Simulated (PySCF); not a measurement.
PySCF job for Ga(Me)3 (C₃H₉Ga), SMILES [CH3][Ga]([CH3])[CH3], PBE/pcSseg-1. Coordinates come from a B3LYP-D3(BJ)/def2-SVP optimisation. The isomer is the one that the SMILES or the coordinates give; other isomers of the formula were not compared.

```python
import numpy as np
from pyscf import gto, scf, dft
from pyscf.prop.nmr import rks as nmr

mol = gto.M(
    atom='''
    Ga   -0.00029695    0.00132657    0.00073578
    C    -1.37317712   -1.42645572   -0.17402290
    H    -1.27899768   -1.90567847   -1.16462882
    H    -2.38993265   -1.00244422   -0.12390310
    H    -1.27844209   -2.21038837    0.59264857
    C    -0.16660201    1.67506150   -1.05966192
    H     0.79078551    1.93187224   -1.54280452
    H    -0.41464141    2.51261760   -0.38374369
    H    -0.94932908    1.61884631   -1.83133847
    C     1.54037482   -0.25111528    1.23221100
    H     2.20472785    0.62505699    1.27716363
    H     2.13778884   -1.12191232    0.91042077
    H     1.18367181   -0.47403628    2.25221933
    ''',
    basis='pcSseg-1',
    charge=0,
    spin=0,
    max_memory=1600,
    verbose=3,
)
mf = dft.RKS(mol, xc='pbe')
mf.grids.level = 3
mf.conv_tol = 1e-10
mf.max_cycle = 100
mf.kernel()
n = nmr.NMR(mf)
n.verbose = 2
n.max_cycle_cphf = 60
sigma = n.kernel()
print('atom   isotropic/ppm   span/ppm')
for i, s in enumerate(sigma):
    w = np.linalg.eigvalsh((s + s.T) / 2)
    print(f'{mol.atom_symbol(i):2s}{i + 1:3d} {w.mean():14.3f} {w[2] - w[0]:11.3f}')
```

Log of the run:

```
converged SCF energy = -2043.91520687059
atom   isotropic/ppm   span/ppm
Ga  1        871.573     406.456
C   2        177.626      31.856
H   3         31.138      10.760
H   4         30.916      10.974
H   5         30.756      11.270
C   6        177.482      31.898
H   7         30.917      11.004
H   8         31.120      10.724
H   9         30.746      11.251
C  10        177.575      31.406
H  11         30.749      11.269
H  12         31.044      10.816
H  13         31.002      10.971
```

The run converged.
